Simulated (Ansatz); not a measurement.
Ge₇BNH₁₆⁺, a doped cluster cut from the lattice of germanium (B and N 4.0 A apart). The state is a doublet with charge 1. Geometry PBE0-D4/def2-SVP, that of the neutral singlet; atoms count from 1.

| atom | x (Å) | y (Å) | z (Å) |
| --- | --- | --- | --- |
| Ge1 | -0.897 | 0.248 | -2.379 |
| Ge2 | -1.683 | 1.659 | 0.611 |
| Ge3 | -1.702 | -1.703 | 0.333 |
| Ge4 | 2.215 | -1.638 | -0.674 |
| Ge5 | 0.886 | 0.288 | 2.374 |
| B6 | -2.000 | 0.092 | -0.638 |
| Ge7 | 1.523 | 0.270 | -2.017 |
| N8 | 0.261 | 1.718 | 1.183 |
| Ge9 | 0.605 | -1.791 | 1.146 |
| H10 | -1.161 | 1.528 | -3.215 |
| H11 | -1.093 | -0.945 | -3.348 |
| H12 | -1.769 | 3.118 | 0.089 |
| H13 | -2.292 | 1.689 | 2.037 |
| H14 | -1.836 | -2.974 | -0.542 |
| H15 | -2.559 | -1.950 | 1.603 |
| H16 | 2.120 | -2.936 | -1.503 |
| H17 | 3.661 | -1.512 | -0.142 |
| H18 | -0.018 | 0.525 | 3.600 |
| H19 | 2.312 | 0.771 | 2.722 |
| H20 | -3.182 | 0.178 | -0.942 |
| H21 | 2.408 | 0.390 | -3.276 |
| H22 | 1.922 | 1.512 | -1.151 |
| H23 | 0.442 | 2.624 | 1.621 |
| H24 | 0.834 | 1.708 | 0.328 |
| H25 | 1.005 | -2.870 | 2.180 |

The gap within one spin of the charge 1 doublet nearly closes, so an electron or hole may be smeared out by delocalisation error.

(1) Estimate the Mulliken populations from the PBE/def2-SVP orbitals of Ansatz.

(2) Where does the spin sit?

(3) And the Mayer bond orders between heavy atoms (over 0.3)?

Answers

(1) 
| atom | charge (e) | spin (α − β) |
| --- | --- | --- |
| Ge1 | 0.16 | 0.11 |
| Ge2 | 0.29 | 0.00 |
| Ge3 | 0.17 | 0.12 |
| Ge4 | 0.10 | 0.05 |
| Ge5 | 0.24 | -0.01 |
| B6 | -0.35 | 0.13 |
| Ge7 | 0.01 | 0.15 |
| N8 | -0.35 | 0.00 |
| Ge9 | -0.01 | 0.18 |
| H10 | 0.02 | 0.02 |
| H11 | 0.01 | -0.01 |
| H12 | 0.00 | 0.00 |
| H13 | 0.00 | 0.00 |
| H14 | 0.02 | -0.01 |
| H15 | 0.02 | 0.02 |
| H16 | 0.03 | 0.00 |
| H17 | 0.05 | 0.08 |
| H18 | 0.03 | 0.00 |
| H19 | 0.02 | 0.01 |
| H20 | 0.09 | 0.12 |
| H21 | 0.06 | 0.03 |
| H22 | -0.03 | 0.00 |
| H23 | 0.20 | 0.00 |
| H24 | 0.15 | 0.00 |
| H25 | 0.06 | 0.01 |
Mulliken values depend strongly on the basis.

(2) Summed by element: Ge 0.60, B 0.13, N 0.00, H 0.26, of 1 unpaired in all. Largest on single atoms: Ge9 0.18, Ge7 0.15, B6 0.13.

(3) Ge1–B6 0.89 (2.07 Å); Ge1–Ge7 0.77 (2.45 Å); Ge2–B6 0.92 (2.03 Å); Ge2–N8 0.66 (2.03 Å); Ge3–B6 0.87 (2.06 Å); Ge3–Ge9 0.76 (2.45 Å); Ge4–Ge7 0.92 (2.43 Å); Ge4–Ge9 0.89 (2.44 Å); Ge5–N8 0.75 (1.96 Å); Ge5–Ge9 0.91 (2.43 Å).
